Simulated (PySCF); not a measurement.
Work out the structure from these simulated measurements.

Formula: C4H10AlCl3O.

| Item | Value |
| --- | --- |
| 1H NMR | chemical shifts (computed TMS as zero) by class: 4.03 (4 H), 1.43 (6 H) ppm [GIAO B3LYP/pcSseg-1] |
| Triplet | lowest triplet excitation (Tamm–Dancoff): 7.40 eV [TDA CAM-B3LYP/def2-SVPD] |
| NMR, other nuclei | isotropic shieldings of nuclei other than C and H, by class: 269 (1 O), 450 (1 Al), 943 (3 Cl) ppm [GIAO B3LYP/pcSseg-1] |
| 13C NMR | chemical shifts (computed TMS as zero) by class: 70.8 (2 C), 14.4 (2 C) ppm [GIAO B3LYP/pcSseg-1] |
| Rotational structure | rotational constants A, B, C: 0.775, 0.731, 0.593 GHz [PBE0-D3(BJ)/def2-SVP] |
| Polarisability | 114.3 au [CAM-B3LYP/def2-SVPD] |
| XPS | Cl2p3/2 205.4 (×3), C1s 291.6 (×2), C1s 293.4 (×2), O1s 540.6, Al1s 1568.3, Cl1s 2828.0 (×3) eV [ΔSCF SCAN, pcX-2 on the ionised atom, pcseg-1 elsewhere, spin-free X2C, 2p3/2 from a spin–orbit splitting computed afterwards within the 2p shell] |

Electronic properties: PySCF, gas phase, density fitting. Levels stand in brackets. Isolated species at its PBE0-D3(BJ)/def2-SVP geometry (one conformer only). Each NMR value is the plain mean over a class of atoms that symmetry, rotation or inversion makes alike.

Q: Propose a structure and show how it fits.

A: Numbering: `[CH3:1][CH2:2][O+:3]([CH2:4][CH3:5])[Al-:6]([Cl:7])([Cl:8])[Cl:9]`. 4 carbons fall into 2 classes; from least to most shielded: sp3 carbon bound to oxygen [C2/C4] (70.8 ppm, 2 C), methyl carbon [C1/C5] (14.4 ppm, 2 C). Hydrogen classes from least to most shielded: 4 H on 2 like atoms (sp3 carbon bound to oxygen), C2/C4 (4.03 ppm, a mean of values up to 1.2 ppm apart in this geometry), 6 H on 2 methyl carbons, C1/C5 (1.43 ppm, a mean of values up to 1.3 ppm apart in this geometry). The other shieldings belong to: 269 ppm, oxygen bonded to Al and 2 C [O3]; 450 ppm, aluminium bonded to 3 Cl and O [Al6]; 943 ppm, chlorine bonded to Al [Cl7/Cl8/Cl9]. The core levels belong to: Cl2p3/2 205.4 eV, chlorine bonded to Al [Cl7/Cl8/Cl9]; C1s 291.6 eV, methyl carbon [C1/C5]; C1s 293.4 eV, sp3 carbon bound to oxygen [C2/C4]; O1s 540.6 eV, oxygen bonded to Al and 2 C [O3]; Al1s 1568.3 eV, aluminium bonded to 3 Cl and O [Al6]; Cl1s 2828.0 eV, chlorine bonded to Al [Cl7/Cl8/Cl9]. One atom of each topological class was ionised and stands for its class. The optimised geometry has point group C1 and is an asymmetric top. Structure: AlCl3.OEt2, `CC[O+](CC)[Al-]([Cl])([Cl])[Cl]`. The assignments are read from this structure; whether some other isomer fits the data as well wasn't checked.

Conformer computed: `[CH3:1][CH2:2][O+:3]([CH2:4][CH3:5])[Al-:6]([Cl:7])([Cl:8])[Cl:9]`: C1–C2–O3–C4 90°, C2–O3–C4–C5 89°, C2–O3–Al6–Cl7 -18°.
